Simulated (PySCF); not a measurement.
C2H7BOS, singlet, at a GFN2-xTB geometry. Base run: B3LYP/6-31G run with PySCF.

The PySCF input:
```python
from pyscf import gto, scf, dft, solvent

mol = gto.Mole()
mol.atom = '''
    B     0.228347    0.201119    0.718993
    C     0.296528   -0.334705    2.215258
    H     0.008005   -1.378726    2.294103
    H    -0.369108    0.235995    2.862520
    H     1.299003   -0.235176    2.630425
    O     0.652409    1.422458    0.339861
    H     1.017504    1.988100    1.019672
    S    -0.457653   -0.850683   -0.574927
    C    -0.316030    0.225804   -2.041559
    H    -0.898584    1.126530   -1.880097
    H    -0.705685   -0.334627   -2.884195
    H     0.727321    0.476978   -2.199648
'''
mol.basis = '6-31g'
mol.charge = 0
mol.spin = 0
mol.verbose = 4
mol.build()

mf = dft.RKS(mol)
mf.xc = 'b3lyp'
mf.kernel()
mf.analyze()
```

Each row names what was changed in the base input (with any setting that the change needs).

```csv
change,ΔE vs base (kcal/mol),dipole (D),HOMO-LUMO gap (eV)
base,0.000,2.72,7.23
model = IEF-PCM; solvent = n-hexane; r_probe = 0.5,-0.96,2.90,7.28
model = C-PCM; solvent = n-hexane,-2.92,3.06,7.34
model = COSMO; solvent = n-hexane,-2.28,2.98,7.31
model = IEF-PCM; solvent = toluene,-2.99,3.08,7.35
model = IEF-PCM; solvent = n-hexane; vdw_scale = 1.4,-1.34,2.93,7.29
model = IEF-PCM; solvent = n-hexane; lebedev_order = 11,-2.19,2.99,7.31
model = ddCOSMO; solvent = n-hexane,-2.08,3.01,7.33
model = IEF-PCM; solvent = tetrahydrofuran,-5.30,3.38,7.44
model = IEF-PCM; solvent = n-hexane; lebedev_order = 41,-2.29,3.00,7.32
model = IEF-PCM; solvent = n-hexane; vdw_scale = 1.1,-3.04,3.03,7.33
model = SS(V)PE; solvent = n-hexane,-2.27,2.99,7.32
```

The base is the gas phase, so ΔE is the electrostatic part of solvation at a fixed geometry, without cavity and dispersion terms.
